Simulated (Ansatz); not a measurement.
`CN[AsH]N` + H₂Te → `N[AsH][TeH]` + CH₃NH₂ at 600 K and 1 bar (ligand exchange at the As–N bond).

Computed with Ansatz on PBE0-D4/def2-TZVP structures; ΔE is electronic, products minus reactants. CCSD(T)/CBS adds triple-zeta CCSD(T) − MP2 to the extrapolated MP2 energy (def2 sets, frozen cores). def2 core potentials past Kr. For As, Te outer-core shells are correlated without core-valence functions, which leaves a few kJ/mol of doubt a bond. Scalar relativity is left out up to krypton. One conformer a species, not always the lowest.

```tsv
species	CCSD(T)/CBS energy (Eh)	H − E (kJ/mol)	S (J/(mol·K))
`CN[AsH]N`	-2386.66395	291.1	427.5
H₂Te	-268.91024	52.9	255.0
`N[AsH][TeH]`	-2559.85306	157.0	403.0
CH₃NH₂	-95.75281	199.3	283.8
```

H − E and S are ideal-gas, rigid-rotor, harmonic terms from PBE0-D4/def2-TZVP, for one conformer and one mirror image of each species. 1 Eh = 2625.50 kJ/mol, R = 8.31446 J/(mol·K).

Task: By hand: ΔE, ΔH, ΔS and ΔG.

Result: ΔE = (-2559.85306) + (-95.75281) − (-2386.66395) − (-268.91024) = -0.03168 Eh = -83.2 kJ/mol. Δ(H − E) = 157.0 + 199.3 − 291.1 − 52.9 = 12.3, so ΔH = -70.9 kJ/mol. ΔS = 403.0 + 283.8 − 427.5 − 255.0 = 4.3 J/(mol·K). ΔG = -70.9 − 600 × (4.3)/1000 = -73.5 kJ/mol.

Task: By hand: the equilibrium constant, and the temperature at which ΔG would vanish if ΔH and ΔS stayed fixed.

Result: log₁₀ K = −ΔG/(RT ln 10) = 6.4. ΔH and −TΔS have one sign here, so there is no such temperature.

The number of gas molecules stays the same, so ΔS is small and ΔH decides. A doubt of 5 kJ/mol in ΔE shifts log₁₀ K by 0.4 here. Other conformers and mirror images would add mixing entropy, several J/(mol·K) or more a flexible species. These are equilibria of isolated gas molecules and say nothing of rates. Largest T1 diagnostic: 0.012 (customary marks: 0.02 for closed shells, 0.045 for open ones).

ΔS is within the doubt of such terms, so its sign, and with it that verdict, could turn.
